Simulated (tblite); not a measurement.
Task: Give a GFN2-xTB geometry of `C=C[C@@H](OC(F)F)C(F)F`.

Result: 
```
atom  x, y, z in Å
C1    -1.9728   -0.4007    0.9150
C2    -1.1464   -0.2894   -0.1066
C3     0.1574    0.4547   -0.0394
O4     1.2462   -0.3170   -0.5490
C5     1.6300   -1.3563    0.2209
F6     0.8388   -2.4460    0.0312
F7     2.8592   -1.7250   -0.1507
C8     0.1134    1.7051   -0.9317
F9     1.1419    2.5279   -0.6438
F10   -1.0150    2.4094   -0.6963
H11   -1.7620    0.0472    1.8722
H12   -2.9012   -0.9362    0.8293
H13   -1.3589   -0.7417   -1.0639
H14    0.3738    0.7722    0.9919
H15    1.6293   -1.1459    1.3089
H16    0.1589    1.4503   -1.9996
```

Any rigid rotation of these coordinates is as good. Atoms count from 1 in this order. Of the pairs four or more bonds apart, C2···F6 is among the closest relative to their van der Waals radii: 2.93 Å, 93 % of the sum of Bondi's values. The 2 C–O bonds span 1.349 Å (O4–C5, drawn single) to 1.429 Å (C3–O4, drawn single), a spread of 0.080 Å. The 3 C–C bonds span 1.319 Å (C1=C2, drawn double) to 1.537 Å (C3–C8, drawn single), a spread of 0.218 Å. The 4 C–F bonds span 1.336 Å (C5–F7, drawn single) to 1.360 Å (C5–F6, drawn single), a spread of 0.024 Å.

Bonds between heavy atoms (Å): C1=C2 1.319, C2–C3 1.503, C3–O4 1.429, O4–C5 1.349, C5–F6 1.360, C5–F7 1.336, C3–C8 1.537, C8–F9 1.348, C8–F10 1.351.

Structure optimised with GFN2-xTB, isolated species.

Point group: C1 (no symmetry element, even within 0.4 Å). Its GFN2-xTB frequencies are all real (lowest 27 cm⁻¹). One conformer, not necessarily the lowest (C1–C2–C3–O4 130°, C2–C3–O4–C5 -71°, C3–O4–C5–F6 82°, C2–C3–C8–F9 166°).

The numbers are calculated, not measured.
